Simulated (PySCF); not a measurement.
PySCF input for Mg(NMe2)(SeH) (C₂H₇MgNSe), SMILES C[N](C)[Mg][SeH], TDDFT-LC-ωPBE/def2-SVPD. Geometry: PBE-D3(BJ)/def2-SVP. The values are those of a single conformer.

```python
import numpy as np
from pyscf import gto, scf, dft, tdscf

mol = gto.M(
    atom='''
    Mg   -0.29771147    0.00221330    0.00000000
    N    -2.21596909    0.00315077    0.00000000
    C    -3.02941954   -0.00144102   -1.19668329
    C    -3.02941955   -0.00144102    1.19668329
    H    -3.69707005   -0.90016161   -1.26211623
    H    -3.70631469    0.89034250   -1.26124660
    H    -2.40598988    0.00234282   -2.11802474
    H    -3.70631469    0.89034250    1.26124659
    H    -3.69707006   -0.90016161    1.26211622
    H    -2.40598988    0.00234282    2.11802474
    Se    2.14435405    0.04204725   -0.00000000
    H     2.14806759   -1.44597670    0.00000001
    ''',
    basis='def2-SVPD',
    charge=0,
    spin=0,
    symmetry=True,
    max_memory=1600,
    verbose=4,
)
mf = dft.RKS(mol, xc='lc_wpbe').density_fit(auxbasis='def2-universal-jkfit')
mf.grids.level = 3
mf.conv_tol = 1e-9
mf.max_cycle = 100
mf.kernel()
mf.grids = dft.Grids(mol).set(level=1).build(with_non0tab=True)  # coarser grid for the response kernel
td = tdscf.TDDFT(mf)
td.singlet = True
td.nstates = 10
td.conv_tol = 1e-4
td.positive_eig_threshold = 1e-6
td.kernel(x0=td.get_init_guess(mf, 15))
td.analyze()
tt = tdscf.TDA(mf)
tt.singlet = False
tt.nstates = 4
tt.conv_tol = 1e-4
tt.positive_eig_threshold = 1e-6
tt.kernel(x0=tt.get_init_guess(mf, 9))
tt.analyze(verbose=3)
```

Output:

```
PySCF version 2.14.0

[INPUT] verbose = 4
[INPUT] num. atoms = 12
[INPUT] num. electrons = 72
[INPUT] charge = 0
[INPUT] spin (= nelec alpha-beta = 2S) = 0
[INPUT] symmetry True subgroup None
[INPUT] Mole.unit = angstrom
[INPUT] Symbol           X                Y                Z      unit          X                Y                Z       unit  Magmom
[INPUT]  1 Mg    -0.297711470000   0.002213300000   0.000000000000 AA   -0.562593142442   0.004182530831   0.000000000000 Bohr   0.0
[INPUT]  2 N     -2.215969090000   0.003150770000   0.000000000000 AA   -4.187574680602   0.005954092381   0.000000000000 Bohr   0.0
[INPUT]  3 C     -3.029419540000  -0.001441020000  -1.196683290000 AA   -5.724773247006  -0.002723133140  -2.261403675943 Bohr   0.0
[INPUT]  4 C     -3.029419550000  -0.001441020000   1.196683290000 AA   -5.724773265903  -0.002723133140   2.261403675943 Bohr   0.0
[INPUT]  5 H     -3.697070050000  -0.900161610000  -1.262116230000 AA   -6.986449857832  -1.701058910748  -2.385054012069 Bohr   0.0
[INPUT]  6 H     -3.706314690000   0.890342500000  -1.261246600000 AA   -7.003919695552   1.682503482061  -2.383410649539 Bohr   0.0
[INPUT]  7 H     -2.405989880000   0.002342820000  -2.118024740000 AA   -4.546661931675   0.004427288159  -4.002486683653 Bohr   0.0
[INPUT]  8 H     -3.706314690000   0.890342500000   1.261246590000 AA   -7.003919695552   1.682503482061   2.383410630642 Bohr   0.0
[INPUT]  9 H     -3.697070060000  -0.900161610000   1.262116220000 AA   -6.986449876729  -1.701058910748   2.385053993171 Bohr   0.0
[INPUT] 10 H     -2.405989880000   0.002342820000   2.118024740000 AA   -4.546661931675   0.004427288159   4.002486683653 Bohr   0.0
[INPUT] 11 Se     2.144354050000   0.042047250000   0.000000000000 AA    4.052241868602   0.079457786791   0.000000000000 Bohr   0.0
[INPUT] 12 H      2.148067590000  -1.445976700000   0.000000010000 AA    4.059259442155  -2.732499945502   0.000000018897 Bohr   0.0

nuclear repulsion = 329.51525603232
point group symmetry = Cs
symmetry origin: [ 6.03662503e-09 -7.87385873e-10 -2.62461970e-10]
symmetry axis x: [ 1.00000000e+00 -1.13567360e-09  3.25877424e-11]
symmetry axis y: [-1.13567360e-09 -1.00000000e+00 -5.28642367e-10]
symmetry axis z: [-3.25877430e-11 -5.28642364e-10  1.00000000e+00]
num. orbitals of irrep A' = 107
num. orbitals of irrep A" = 71
number of shells = 76
number of NR pGTOs = 282
number of NR cGTOs = 178
basis = def2-SVPD
ecp = {}


[settings echo left out]
init E= -2735.18993475039
HOMO (A') = -0.247448664399959  LUMO (A') = -0.0888226597832951  gap/eV = 4.31643
cycle= 1 E= -2735.85496724426  delta_E= -0.665  |g|= 0.446  |ddm|=  4.1
HOMO (A') = -0.233370777982988  LUMO (A') = 0.0144888101280314  gap/eV = 6.74460
cycle= 2 E= -2735.88332610757  delta_E= -0.0284  |g|= 0.392  |ddm|= 1.04
HOMO (A') = -0.314558998571488  LUMO (A') = 0.0124667158296883  gap/eV = 8.89882
cycle= 3 E= -2735.9165088571  delta_E= -0.0332  |g|= 0.0658  |ddm|= 0.421
HOMO (A') = -0.301858429349461  LUMO (A') = 0.0177607887545776  gap/eV = 8.69728
cycle= 4 E= -2735.91814503814  delta_E= -0.00164  |g|= 0.0186  |ddm|= 0.116
HOMO (A') = -0.304820295504567  LUMO (A') = 0.0181763756731392  gap/eV = 8.78919
cycle= 5 E= -2735.91839646655  delta_E= -0.000251  |g|= 0.00441  |ddm|= 0.0569
HOMO (A') = -0.304511379282008  LUMO (A') = 0.0182066371549867  gap/eV = 8.78160
cycle= 6 E= -2735.91841818249  delta_E= -2.17e-05  |g|= 0.00236  |ddm|= 0.0182
HOMO (A') = -0.304681223617945  LUMO (A') = 0.0181625276541468  gap/eV = 8.78503
cycle= 7 E= -2735.91842116315  delta_E= -2.98e-06  |g|= 0.000649  |ddm|= 0.00574
HOMO (A') = -0.304754117580768  LUMO (A') = 0.0181370002828576  gap/eV = 8.78631
cycle= 8 E= -2735.91842147845  delta_E= -3.15e-07  |g|= 0.000161  |ddm|= 0.00219
HOMO (A') = -0.30477186214564  LUMO (A') = 0.0181359745469574  gap/eV = 8.78677
cycle= 9 E= -2735.91842137183  delta_E= 1.07e-07  |g|= 4.79e-05  |ddm|= 0.000673
HOMO (A') = -0.304774842433556  LUMO (A') = 0.0181363848353007  gap/eV = 8.78686
cycle= 10 E= -2735.91842137349  delta_E= -1.66e-09  |g|= 1.69e-05  |ddm|= 0.000148
HOMO (A') = -0.304774720736912  LUMO (A') = 0.0181358712450015  gap/eV = 8.78684
cycle= 11 E= -2735.91842137363  delta_E= -1.39e-10  |g|= 5.05e-06  |ddm|= 4.25e-05
HOMO (A') = -0.304774759477987  LUMO (A') = 0.0181359560914642  gap/eV = 8.78685
Extra cycle  E= -2735.91842137364  delta_E= -1.59e-11  |g|= 3.46e-06  |ddm|= 1.99e-05
converged SCF energy = -2735.91842137364
tot grids = 46352
Overwritten attributes  positive_eig_threshold  of <class 'pyscf.tdscf.rks.TDDFT'>


******** <class 'pyscf.tdscf.rks.TDDFT'> for <class 'pyscf.df.df_jk.DFSymAdaptedRKS'> ********
nstates = 10 singlet
deg_eia_thresh = 1.000e-03
wfnsym = None
conv_tol = 0.0001
eigh lindep = 1e-12
eigh level_shift = 0
eigh max_cycle = 100


Excitation energies (eV)
[4.08128038 4.9700063  5.08360771 5.28792281 5.61847116 6.12338646
 6.15632438 6.25325733 6.5027098  6.99692508]

** Singlet excitation energies and oscillator strengths **
Excited State   1:   A'      4.08128 eV    303.79 nm  f=0.0171
      36 -> 37        0.63636
      36 -> 40        0.23572
Excited State   2:   A"      4.97001 eV    249.46 nm  f=0.0701
      35 -> 37       -0.67252
      35 -> 47       -0.13949
      35 -> 48        0.10200
Excited State   3:   A"      5.08361 eV    243.89 nm  f=0.0000
      36 -> 39       -0.60046
      36 -> 43       -0.33159
      36 -> 49        0.10775
Excited State   4:   A'      5.28792 eV    234.47 nm  f=0.0851
      36 -> 38        0.64908
      36 -> 41        0.15163
      36 -> 44        0.15193
      36 -> 45        0.10010
Excited State   5:  ???      5.61847 eV    220.67 nm  f=0.0018
      35 -> 38        0.31299
      35 -> 40       -0.23407
      35 -> 41        0.51872
      35 -> 42        0.12582
      35 -> 44       -0.16725
Excited State   6:  ???      6.12339 eV    202.48 nm  f=0.0194
      36 -> 37       -0.10813
      36 -> 40        0.49035
      36 -> 41        0.10192
      36 -> 42        0.37643
      36 -> 44       -0.13880
      36 -> 47       -0.15529
      36 -> 51       -0.14520
Excited State   7:  ???      6.15632 eV    201.39 nm  f=0.1174
      34 -> 37        0.54991
      34 -> 47        0.11648
      35 -> 39        0.33356
      35 -> 43        0.17188
      35 -> 46        0.10825
Excited State   8:  ???      6.25326 eV    198.27 nm  f=0.0001
      35 -> 38        0.49874
      35 -> 40        0.16689
      35 -> 44        0.26115
      35 -> 45        0.34028
      35 -> 47       -0.10319
Excited State   9:  ???      6.50271 eV    190.67 nm  f=0.2314
      34 -> 37       -0.30232
      34 -> 38       -0.15177
      34 -> 40        0.13094
      34 -> 41       -0.25474
      35 -> 39        0.42658
      35 -> 43        0.25473
Excited State  10:  ???      6.99693 eV    177.20 nm  f=0.2003
      33 -> 37       -0.21124
      34 -> 37        0.21004
      34 -> 38       -0.40184
      34 -> 40        0.13410
      34 -> 41       -0.33787
      35 -> 39       -0.21162

** Transition electric dipole moments (AU) **
state          X           Y           Z        Dip. S.      Osc.
  1         0.0484     -0.4103     -0.0000      0.1707      0.0171
  2         0.0000      0.0000     -0.7585      0.5754      0.0701
  3        -0.0000     -0.0000      0.0120      0.0001      0.0000
  4        -0.8103     -0.0159     -0.0000      0.6569      0.0851
  5        -0.0000      0.0000     -0.1156      0.0134      0.0018
  6        -0.0680      0.3535     -0.0000      0.1296      0.0194
  7         0.8751      0.1112     -0.0000      0.7782      0.1174
  8        -0.0000     -0.0000      0.0259      0.0007      0.0001
  9        -1.2043      0.0451     -0.0000      1.4524      0.2314
 10         1.0724      0.1350     -0.0000      1.1684      0.2003

** Transition velocity dipole moments (imaginary part, AU) **
state          X           Y           Z        Dip. S.      Osc.
  1         0.0073     -0.0648      0.0000      0.0042      0.0189
  2        -0.0000      0.0000     -0.1397      0.0195      0.0712
  3        -0.0000      0.0000      0.0021      0.0000      0.0000
  4        -0.1559     -0.0034      0.0000      0.0243      0.0834
  5         0.0000     -0.0000     -0.0194      0.0004      0.0012
  6        -0.0156      0.0838      0.0000      0.0073      0.0215
  7         0.2019      0.0263      0.0000      0.0415      0.1222
  8        -0.0000      0.0000      0.0036      0.0000      0.0000
  9        -0.2921      0.0103     -0.0000      0.0854      0.2383
 10         0.2776      0.0346     -0.0000      0.0783      0.2030

** Transition magnetic dipole moments (imaginary part, AU) **
state          X           Y           Z
  1         0.0000     -0.0000     -0.1511
  2        -0.1246     -0.6079     -0.0000
  3        -0.4617      0.0160     -0.0000
  4        -0.0000     -0.0000     -0.0103
  5         0.4244     -0.0659      0.0000
  6         0.0000     -0.0000      1.2806
  7         0.0000     -0.0000     -0.0589
  8        -0.0777      0.0391     -0.0000
  9        -0.0000     -0.0000      0.0741
 10        -0.0000     -0.0000     -0.3944
Overwritten attributes  positive_eig_threshold  of <class 'pyscf.tdscf.rks.TDA'>


******** <class 'pyscf.tdscf.rks.TDA'> for <class 'pyscf.df.df_jk.DFSymAdaptedRKS'> ********
nstates = 4 triplet
deg_eia_thresh = 1.000e-03
wfnsym = None
conv_tol = 0.0001
eigh lindep = 1e-12
eigh level_shift = 0
eigh max_cycle = 100


Excitation energies (eV)
[3.78578638 4.58964806 4.69063758 5.0386011 ]

** Triplet excitation energies and oscillator strengths **
Excited State   1:   A'      3.78579 eV    327.50 nm  f=0.0000
Excited State   2:   A"      4.58965 eV    270.14 nm  f=0.0000
Excited State   3:   A'      4.69064 eV    264.32 nm  f=0.0000
Excited State   4:   A"      5.03860 eV    246.07 nm  f=0.0000
```

The run converged.
